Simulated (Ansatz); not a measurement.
One change: `BO/C(F)=C/C` becomes `C/C=[C](/F)[ZnH]`.

Ansatz, PBE0-D4/def2-TZVP geometries, multiplicity 1. Each molecule was computed in one conformer, which needn't be the lowest.

Scalar relativity is left out up to krypton.

```csv
property,`BO/C(F)=C/C`
HOMO energy (PBE0/def2-TZVPP) / eV,-7.01
size of the dipole moment (B3LYP/def2-TZVPP) / D,1.19
HOMO–LUMO gap (ωB97M-V/def2-TZVPP) / eV,10.12
HOMO energy (PBE/def2-TZVPP) / eV,-5.90
LUMO energy (PBE/def2-TZVPP) / eV,-1.93
HOMO energy (ωB97M-V/def2-TZVPP) / eV,-9.20
```

(1) Give the same properties after the change, and the shifts. (An estimate is asked.)

Answers

(1) The calculation gave: 
```json
{"property": "HOMO energy (PBE0/def2-TZVPP) / eV", "`C/C=[C](/F)[ZnH]`": "-7.02", "shift": "-0.01"}
{"property": "size of the dipole moment (B3LYP/def2-TZVPP) / D", "`C/C=[C](/F)[ZnH]`": "1.63", "shift": "0.44"}
{"property": "HOMO–LUMO gap (ωB97M-V/def2-TZVPP) / eV", "`C/C=[C](/F)[ZnH]`": "9.81", "shift": "-0.31"}
{"property": "HOMO energy (PBE/def2-TZVPP) / eV", "`C/C=[C](/F)[ZnH]`": "-5.86", "shift": "0.04"}
{"property": "LUMO energy (PBE/def2-TZVPP) / eV", "`C/C=[C](/F)[ZnH]`": "-1.69", "shift": "0.24"}
{"property": "HOMO energy (ωB97M-V/def2-TZVPP) / eV", "`C/C=[C](/F)[ZnH]`": "-9.23", "shift": "-0.03"}
```

Dipoles are sizes alone; their direction can turn.

B3LYP here is the variant with VWN-RPA as its local correlation; programs differ in this.
